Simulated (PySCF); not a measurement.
**C7H6N2: calculation and literature**

Geometry:
```json
{"atom": "C1", "x (Å)": "-1.799", "y (Å)": "0.603", "z (Å)": "0.576"}
{"atom": "C2", "x (Å)": "-1.634", "y (Å)": "-0.775", "z (Å)": "0.803"}
{"atom": "C3", "x (Å)": "-0.464", "y (Å)": "-1.428", "z (Å)": "0.484"}
{"atom": "C4", "x (Å)": "0.555", "y (Å)": "-0.657", "z (Å)": "-0.079"}
{"atom": "N5", "x (Å)": "1.806", "y (Å)": "-0.969", "z (Å)": "-0.502"}
{"atom": "N6", "x (Å)": "2.468", "y (Å)": "0.092", "z (Å)": "-0.990"}
{"atom": "C7", "x (Å)": "1.652", "y (Å)": "1.114", "z (Å)": "-0.886"}
{"atom": "C8", "x (Å)": "0.409", "y (Å)": "0.725", "z (Å)": "-0.315"}
{"atom": "C9", "x (Å)": "-0.792", "y (Å)": "1.359", "z (Å)": "0.021"}
{"atom": "H10", "x (Å)": "-2.739", "y (Å)": "1.072", "z (Å)": "0.844"}
{"atom": "H11", "x (Å)": "-2.450", "y (Å)": "-1.337", "z (Å)": "1.242"}
{"atom": "H12", "x (Å)": "-0.345", "y (Å)": "-2.490", "z (Å)": "0.662"}
{"atom": "H13", "x (Å)": "2.256", "y (Å)": "-1.866", "z (Å)": "-0.501"}
{"atom": "H14", "x (Å)": "1.969", "y (Å)": "2.091", "z (Å)": "-1.217"}
{"atom": "H15", "x (Å)": "-0.925", "y (Å)": "2.421", "z (Å)": "-0.151"}
```

Measured values that the calculation should reproduce: δ 15N N6 -65.1; N5 -200.6 ppm (measured; solution; I. Alkorta, G. Sánchez-Sanz, C. Trujillo, J. Elguero, R. M. Claramunt, ARKIVOC 2012 (ii) (parent NH-benzazoles)).

Relativity neglected, single conformer, isolated molecule. GIAO B97-2/pcSseg-2 shieldings; PBE0-D3(BJ)/def2-TZVP geometry; PySCF 2.14.

How close does the calculation come?

Answers


Reference values: measured (solution; I. Alkorta, G. Sánchez-Sanz, C. Trujillo, J. Elguero, R. M. Claramunt, ARKIVOC 2012 (ii) (parent NH-benzazoles)).
```csv
atoms,quantity,reference,computed,"computed, scaled"
N6,δ 15N vs CH3NO2,-65.1,–,-72.8
N5,δ 15N vs CH3NO2,-200.6,–,-210.2
```

Computed shifts are σ(ref) − σ with the named reference compound (TMS for H and C) calculated as an isolated molecule at the same level. The measured values may be among those fitted. Shieldings were converted by a linear fit to measured shifts: 15N (scatter 6.8 ppm rms vs CH3NO2, solution or neat liquid). A few per cent of atoms miss by over 2 rms, more outside the fitted compound classes.
